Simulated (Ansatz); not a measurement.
```yaml
crystal:
  periodic: [false, false, false]
  atoms:
    - {symbol: F, position_ang: [0.911249, -2.019123, 3.705043]}
    - {symbol: Ga, position_ang: [0.545411, -1.887977, 0.421588]}
    - {symbol: F, position_ang: [-2.453483, -2.604664, -0.784696]}
    - {symbol: F, position_ang: [3.143635, -2.626516, -1.484738]}
    - {symbol: Se, position_ang: [0.516602, 2.985679, -0.152895]}
    - {symbol: H, position_ang: [-2.029267, 3.221506, 0.933888]}
    - {symbol: H, position_ang: [-0.518496, 2.802593, -2.724550]}
basis:
  gaussian: {orbitals: "6-31G*", final_grid: {core_spheres: 5, valence_spheres: 4, degree: 11}}
hamiltonian: {xc: {name: PBE}}
output: {forces: true}
```

```sh
$ ansatz run in.yaml --threads 4 --pin off --events-out ev --progress --plain --max-ram 10444MiB
```

Output, abridged:

```
Functional definition: PBE
1236 factors; their error is unknown
mean field evaluation 1: about -125822.2939 eV, gradient 9.5e1 eV
mean field evaluation 2: about -124563.4881 eV, gradient 3.1e2 eV
mean field evaluation 4: about -125564.3788 eV, gradient 2.2e2 eV
mean field evaluation 8: about -125822.9150 eV, gradient 7.8e1 eV
mean field evaluation 16: about -125854.2861 eV, gradient 1.4e0 eV
mean field evaluation 32: about -125854.3051 eV, gradient 1.1e0 eV
mean field evaluation 64: about -125854.3652 eV, gradient 1.3e-5 eV
mean field -125854.36519964 eV, -4625.0626139340 hartree, gradient 1.8e-6 eV, S^2 0.000000; 20 other end points of the search recorded, 0 dependent functions left out
reference -125854.36526041 eV, -4625.0626161673 hartree; 47, 47 occupied and 72, 72 virtual orbitals, 1236 factors
Total energy: -125854.36526041 eV, -4625.0626161673 hartree
Atom 0 at     0.911249    -2.019123     3.705043 Å, force    -0.085539     0.046215    -0.750508 eV/Å
Atom 1 at     0.545411    -1.887977     0.421588 Å, force    -0.013769    -0.349438     0.034772 eV/Å
Atom 2 at    -2.453483    -2.604664    -0.784696 Å, force     0.682985     0.183961     0.274857 eV/Å
Atom 3 at     3.143635    -2.626516    -1.484738 Å, force    -0.592383     0.183937     0.429546 eV/Å
Atom 4 at     0.516602     2.985679    -0.152895 Å, force    -2.520243     0.003897    -1.038330 eV/Å
Atom 5 at    -2.029267     3.221506     0.933888 Å, force     1.798489    -0.182736    -0.771273 eV/Å
Atom 6 at    -0.518496     2.802593    -2.724550 Å, force     0.730460     0.114165     1.820935 eV/Å
Dipole moment:    -0.236767     1.399420    -0.259969 e Å
```

(1) Something in this input is off. What?

## Answers

(1) The coordinates are in bohr but typed as ångström. The run converged. The result belongs to that input, not to the molecule as meant.
